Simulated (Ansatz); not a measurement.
Coupled-cluster run, CH$_{4}$BBrOS (`COB(S)Br`).

```yaml
crystal:
  periodic: [false, false, false]
  atoms:
    - {symbol: C, position_ang: [0.525634, 0.144314, 1.364468]}
    - {symbol: O, position_ang: [-0.464020, 0.667255, 0.494065]}
    - {symbol: B, position_ang: [-0.612670, 0.226122, -0.760649]}
    - {symbol: S, position_ang: [0.443804, -1.078557, -1.442066]}
    - {symbol: Br, position_ang: [-2.004964, 1.043701, -1.815140]}
    - {symbol: H, position_ang: [0.372160, -0.925995, 1.525758]}
    - {symbol: H, position_ang: [0.434097, 0.669205, 2.313799]}
    - {symbol: H, position_ang: [1.525904, 0.307919, 0.954813]}
    - {symbol: H, position_ang: [-0.131447, -1.100164, -2.652247]}
basis:
  gaussian: {orbitals: def2-SVP}
correlation: {method: ccsd_t}
```

```sh
$ ansatz run in.yaml --threads 4 --pin off --events-out ev --progress --plain
```

Output of Ansatz, abridged:

```
Functional definition: HF
1089 factors; integrals over basis functions are off by at most 1.1e-3 eV
mean field evaluation 1: about -84604.8598 eV, gradient 2.9e1 eV
mean field evaluation 2: about -84604.9410 eV, gradient 2.9e1 eV
mean field evaluation 4: about -84607.1990 eV, gradient 3.6e0 eV
mean field evaluation 8: about -84607.2458 eV, gradient 2.4e-1 eV
mean field -84607.24603002 eV, -3109.2589427522 hartree, gradient 8.2e-7 eV, S^2 0.000000; 0 other end points of the search recorded, 0 dependent functions left out
17 core orbitals not correlated: weight in the atoms' cores, before any rotation towards them, 1.000 or more for the frozen orbitals, at most 0.000 for the correlated occupied ones
reference -84607.24603002 eV, -3109.2589427522 hartree; 20, 20 occupied and 75, 75 virtual orbitals, 1089 factors
second order -20.94397722 eV of doubles, -0.00000000 eV of singles
cycle   1  -21.38513412 eV  change   -4.4e-1 eV  update   1.0e-1
cycle   2  -21.89026147 eV  change   -5.1e-1 eV  update   2.9e-2
cycle   3  -22.00189663 eV  change   -1.1e-1 eV  update   1.6e-2
cycle   4  -21.99216949 eV  change    9.7e-3 eV  update   3.9e-3
cycle   5  -21.99151135 eV  change    6.6e-4 eV  update   1.6e-3
cycle   6  -21.99176771 eV  change   -2.6e-4 eV  update   4.9e-4
cycle   7  -21.99135914 eV  change    4.1e-4 eV  update   1.6e-4
cycle   8  -21.99135872 eV  change    4.1e-7 eV  update   5.3e-5
cycle   9  -21.99138413 eV  change   -2.5e-5 eV  update   1.9e-5
perturbative correction -0.60839573 eV, -0.0223581308 hartree
Total energy: -84629.84580989 eV, -3110.0894693435 hartree
```

It took 7.5 s on 4 threads of a server CPU on a shared host, with 0.56 GiB of host memory at the peak.

Correlation energy per correlated electron: -0.565 eV. T1 diagnostic: 0.0111.
